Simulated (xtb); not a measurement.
H₄O₄Si, singlet, from a rough starting geometry; xtb with GFN2-xTB.

Input for xtb:
```
$ xtb mol.xyz --gfn 2 --opt vtight --json

# file mol.xyz
9

O      0.72838720     1.21147467    -0.87587443
Si     0.01408108    -0.07126021    -0.02282170
O     -1.05690041     0.68996905     1.03872377
O     -0.66967187    -0.95196667    -1.01753091
O      1.02683201    -0.92216627     0.90597782
H      1.02700062     1.96400948    -0.31432255
H     -1.39759221     0.25157368     1.74849547
H     -1.18790537    -0.63724199    -1.87788816
H      1.54596327    -1.52995827     0.43426360
```

It wrote (shortened):

```
   ID    Z sym.   atoms
    1    8 O      1, 3-5
    2   14 Si     2
    3    1 H      6-9

           -------------------------------------------------
          |                Calculation Setup                |
           -------------------------------------------------

           -------------------------------------------------
          |                 G F N 2 - x T B                 |
           -------------------------------------------------

          ...................................................
          :                      SETUP                      :
          :.................................................:
          :  # basis functions                  30          :
          :  # atomic orbitals                  29          :
          :  # shells                           15          :
          :  # electrons                        32          :
          :  max. iterations                   250          :
          :  Hamiltonian                  GFN2-xTB          :
          :  restarted?                      false          :
          :  GBSA solvation                  false          :
          :  PC potential                    false          :
          :  electronic temp.          300.0000000     K    :
          :  accuracy                    1.0000000          :
          :  -> integral cutoff          0.2500000E+02      :
          :  -> integral neglect         0.1000000E-07      :
          :  -> SCF convergence          0.1000000E-05 Eh   :
          :  -> wf. convergence          0.1000000E-03 e    :
          :  Broyden damping             0.4000000          :
          :  net charge                          0          :
          :  unpaired electrons                  0          :
          ...................................................

 iter      E             dE          RMSdq      gap      omega  full diag
   1    -20.3030284 -0.203030E+02  0.664E+00   10.87       0.0  T
   2    -20.3312780 -0.282496E-01  0.355E+00   10.01       1.0  T
   3    -20.3349394 -0.366145E-02  0.786E-01    9.62       1.0  T
   4    -20.3352387 -0.299312E-03  0.378E-01    9.53       1.0  T
   5    -20.3353918 -0.153014E-03  0.173E-01    9.70       1.0  T
   6    -20.3356993 -0.307585E-03  0.439E-02    9.63       1.0  T
   7    -20.3356924  0.698635E-05  0.387E-02    9.65       1.0  T
   8    -20.3357067 -0.143025E-04  0.196E-03    9.64      17.0  T
   9    -20.3357067  0.223476E-08  0.153E-03    9.64      21.8  T
  10    -20.3357067 -0.119466E-07  0.698E-04    9.64      47.7  T
  11    -20.3357067 -0.383347E-08  0.170E-04    9.64     195.7  T

   *** convergence criteria satisfied after 11 iterations ***

         :::::::::::::::::::::::::::::::::::::::::::::::::::::
         ::                     SUMMARY                     ::
         :::::::::::::::::::::::::::::::::::::::::::::::::::::
         :: total energy             -20.194020116379 Eh    ::
         :: gradient norm              0.258141831143 Eh/a0 ::
         :: HOMO-LUMO gap              9.640000383265 eV    ::
         ::.................................................::
         :: SCC energy               -20.335702504500 Eh    ::
         :: -> isotropic ES            0.120702759715 Eh    ::
         :: -> anisotropic ES         -0.004781009895 Eh    ::
         :: -> anisotropic XC         -0.001477219027 Eh    ::
         :: -> dispersion             -0.004541784048 Eh    ::
         :: repulsion energy           0.141682388121 Eh    ::
         :: add. restraining           0.000000000000 Eh    ::
         :: total charge               0.000000000000 e     ::
         :::::::::::::::::::::::::::::::::::::::::::::::::::::

      -----------------------------------------------------------
     |                   =====================                   |
     |                        A N C O P T                        |
     |                   =====================                   |
[...]
 * total energy  :   -20.2227417 Eh     change       -0.9852104E-03 Eh
 * total energy  :   -20.2231236 Eh     change       -0.3818964E-03 Eh
 * total energy  :   -20.2232175 Eh     change       -0.9384514E-04 Eh
 * total energy  :   -20.2232719 Eh     change       -0.5440788E-04 Eh
 * total energy  :   -20.2232854 Eh     change       -0.1348922E-04 Eh
 * total energy  :   -20.2232903 Eh     change       -0.4972857E-05 Eh
 * total energy  :   -20.2232922 Eh     change       -0.1892894E-05 Eh
 * total energy  :   -20.2232951 Eh     change       -0.2891112E-05 Eh
 * total energy  :   -20.2232965 Eh     change       -0.1407626E-05 Eh
 * total energy  :   -20.2232974 Eh     change       -0.8360835E-06 Eh
 * total energy  :   -20.2232977 Eh     change       -0.3236693E-06 Eh
 * total energy  :   -20.2232978 Eh     change       -0.7831498E-07 Eh
   *** GEOMETRY OPTIMIZATION CONVERGED AFTER 15 ITERATIONS ***
         :: total energy             -20.223297764878 Eh    ::
[...]
        13        2.0000           -0.4678093             -12.7297
        14        2.0000           -0.4552112             -12.3869
        15        2.0000           -0.4514700             -12.2851
        16        2.0000           -0.4514441             -12.2844 (HOMO)
        17                         -0.0470334              -1.2798 (LUMO)
        18                         -0.0470233              -1.2796
        19                         -0.0461417              -1.2556
        20                          0.0472076               1.2846
        21                          0.1234491               3.3592
        22                          0.1408115               3.8317
        23                          0.1907877               5.1916
        24                          0.1908702               5.1938
        25                          0.2599612               7.0739
        26                          0.5407505              14.7146
        27                          0.8075745              21.9752
       ...                                ...                  ...
        29                          0.8331918              22.6723
      -------------------------------------------------------------
                  HL-Gap            0.4044107 Eh           11.0046 eV
             Fermi-level           -0.2492387 Eh           -6.7821 eV

     #   Z          covCN         q      C6AA      α(0)
     1   8 O        1.576    -0.484    22.605     6.416
     2  14 Si       3.102     0.688   149.964    26.374
     3   8 O        1.576    -0.484    22.607     6.416
     4   8 O        1.576    -0.484    22.605     6.416
     5   8 O        1.576    -0.484    22.606     6.416
     6   1 H        0.812     0.312     0.684     1.299
     7   1 H        0.812     0.312     0.684     1.299
     8   1 H        0.812     0.312     0.684     1.299
     9   1 H        0.812     0.312     0.684     1.299

 Mol. C6AA /au·bohr⁶  :       1146.496437
 Mol. C8AA /au·bohr⁸  :      38428.160292
 Mol. α(0) /au        :         57.231713

Wiberg/Mayer (AO) data.
largest (>0.10) Wiberg bond orders for each atom

 ---------------------------------------------------------------------------
     #   Z sym  total        # sym  WBO       # sym  WBO       # sym  WBO
 ---------------------------------------------------------------------------
     1   8 O    2.146 --     2 Si   1.113     6 H    0.889
     2  14 Si   4.477 --     4 O    1.113     1 O    1.113     5 O    1.113
                             3 O    1.113
     3   8 O    2.146 --     2 Si   1.113     7 H    0.889
     4   8 O    2.146 --     2 Si   1.113     8 H    0.889
     5   8 O    2.146 --     2 Si   1.113     9 H    0.889
     6   1 H    0.903 --     1 O    0.889
     7   1 H    0.903 --     3 O    0.889
     8   1 H    0.903 --     4 O    0.889
     9   1 H    0.903 --     5 O    0.889
 ---------------------------------------------------------------------------

Topologies differ in total number of bonds
Writing topology from bond orders to xtbtopo.mol

molecular dipole:
                 x           y           z       tot (Debye)
 q only:       -0.001       0.000       0.001
   full:       -0.001       0.001       0.002       0.006
molecular quadrupole (traceless):
                xx          xy          yy          xz          yz          zz
 q only:        1.280       0.314      -0.613       0.070       0.010      -0.666
  q+dip:        1.739       0.426      -0.834       0.095       0.014      -0.905
   full:        1.751       0.427      -0.840       0.096       0.014      -0.912

optimized geometry written to: xtbopt.xyz

           -------------------------------------------------
          | TOTAL ENERGY              -20.223297764878 Eh   |
          | GRADIENT NORM               0.000079520667 Eh/α |
          | HOMO-LUMO GAP              11.004575527804 eV   |
           -------------------------------------------------
```
